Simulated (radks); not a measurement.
O2+, configuration [He] 2s1.5 2p2.5 (fractional occupations, a model configuration). Method: non-relativistic Kohn-Sham, PBE, spin-polarised, spherical densities, point nucleus; open shells are filled with parallel spins first; computed with a radial shooting solver on a logarithmic mesh with Libxc functionals.

X-ray form factor f0, the Fourier transform of the density (f0(0) = 6):

sin(theta)/lambda (1/angstrom),f0 (electrons)
0.05,5.908
0.1,5.648
0.15,5.256
0.2,4.783
0.25,4.281
0.3,3.793
0.4,2.958
0.5,2.365
0.6,1.981
0.8,1.582
1,1.377
1.25,1.178
1.5,0.990
2,0.668
